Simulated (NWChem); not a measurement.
**Atomisation of C₄H₈Si**

SMILES: CC#CC[SiH3]
```xyz
13

C      0.7204    -3.0299     0.0000
C      0.0801    -1.7200     0.0000
C     -0.4731    -0.6260     0.0000
C     -1.0747     0.6994     0.0000
Si     0.2468     2.0846     0.0000
H      0.4338    -3.6229     0.8943
H      1.8280    -2.9465     0.0000
H      0.4338    -3.6229    -0.8943
H     -1.7265     0.8475    -0.8900
H     -1.7265     0.8475     0.8900
H     -0.4326     3.4301     0.0000
H      1.1090     1.9710     1.2261
H      1.1090     1.9710    -1.2261
```
Charge 0, spin multiplicity 1.

The numbers come from NWChem runs, not from measurements. Structure: optimised with PBE/def2-SVP, with no frequency check, so it may be a saddle point. It is one conformer; others weren't searched.

Basis set: def2-SVP. The atomisation energy is electronic alone: no zero-point, thermal, spin-orbit or counterpoise terms. No value is extrapolated to the basis-set limit. Free atoms are single determinants with multiplicities C 3, Si 3, H 2. Correlated methods freeze the same cores in atoms and molecule, 9 orbitals in all.

Relative cost: rough, from shared machines, SCF included, HF = 1. Costs are the molecule's.

B3LYP has NWChem's definition, with VWN1-RPA local correlation. GW and range-separated runs recompute their integrals, the others keep them in memory, which bears on the times. The structure started from a generated list of species. The stability of the SCF solutions was not checked. Open-shell Hartree-Fock references start from PBE0 orbitals; any time given for them includes that run.

| method | atomisation energy (kcal/mol) | relative cost |
|---|---|---|
| HF | 922.3 | 1 |
| PBE | 1235.9 | under 3 |
| B3LYP | 1209.3 | under 3 |
| PBE0 | 1220.7 | under 3 |
| M06-2X | … | 3 |
| MP2 | … | 3 |
| CAM-B3LYP | … | 10 |
| LC-wPBE (omega 0.3 per bohr) | 1223.4 | 10 |

Problem. Some entries are withheld; supply them.

Solution. 
- M06-2X, atomisation energy (kcal/mol): 1216.4
- MP2, atomisation energy (kcal/mol): 1170.6
- CAM-B3LYP, atomisation energy (kcal/mol): 1216.1
